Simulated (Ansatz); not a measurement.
`CC[Si](N)(O)Br` + H₂ → `N[SiH](O)Br` + ethane  (hydrogenolysis of the Si–C bond)

Gas-phase electronic energies from Ansatz, PBE0-D4/def2-TZVP geometries. CBS: MP2 limit from def2 TZ/QZ plus the TZ coupled-cluster correction, frozen cores. This one scheme is used for every species. DFT in def2-TZVPP. B3LYP here is the variant with VWN-RPA as its local correlation; programs differ in this. For Br outer-core shells are correlated without core-valence functions, which leaves a few kJ/mol of doubt a bond. Scalar relativity is left out up to krypton. One conformer a species, not always the lowest.

`CC[Si](N)(O)Br`:

```xyz
14

C    -1.684   -0.705    0.304
C    -0.433   -0.968   -0.533
Si    0.830    0.386   -0.404
N     1.448    0.754    1.141
O     0.113    1.710   -1.048
Br    2.639   -0.224   -1.573
H    -2.406   -1.519    0.206
H    -1.441   -0.613    1.367
H    -2.180    0.218   -0.003
H     0.046   -1.904   -0.231
H    -0.694   -1.083   -1.590
H     0.857    1.094    1.882
H     2.291    0.327    1.483
H     0.613    2.527   -1.002
```

H₂:

```xyz
2

H    -0.159   -0.073    0.329
H     0.159    0.073   -0.329
```

`N[SiH](O)Br`:

Cartesian coordinates in Å:
```
N -0.047 -1.208 0.115
Si 0.337 0.428 -0.134
O -0.935 1.254 -0.736
Br 0.962 1.163 1.873
H 0.351 -1.723 0.882
H -0.324 -1.804 -0.649
H 1.430 0.735 -1.075
H -1.772 1.155 -0.276
```

`CC`:

```xyz
8

C    -0.569   -0.488    0.121
C     0.569    0.488   -0.121
H    -1.395   -0.316   -0.574
H    -0.243   -1.522   -0.008
H    -0.968   -0.393    1.134
H     1.395    0.316    0.574
H     0.242    1.522    0.008
H     0.968    0.393   -1.134
```

| level | ΔE (eV) |
| --- | --- |
| PBE-D4 | -0.14 |
| PBE0-D4 | -0.17 |
| B3LYP-D4 | -0.19 |
| B2PLYP | -0.28 |
| HF/def2-TZVPP | -0.50 |
| MP2/def2-TZVPP | -0.12 |
| CCSD(T)/def2-TZVPP | -0.18 |
| HF/def2-QZVPP | -0.50 |

Problem. What does CCSD(T)/CBS give? (An estimate is asked.)

Solution. The calculation gave: -0.16 eV. The listed levels differ from it by 0.02, -0.01, -0.03, -0.12, -0.34, 0.04, -0.02, -0.34 eV.

Largest T1 diagnostic among the species: 0.009.

In def2-TZVPP, CCSD(T) changes the Hartree–Fock value by +0.32 eV (the triples alone add +0.06 eV) and MP2 by +0.38 eV. The D4 term adds +0.18 eV with B3LYP and +0.10 eV with PBE0; it sums over pairs of atoms, weighted by their polarisabilities, and B3LYP, whose exchange is more repulsive, gets the larger term.
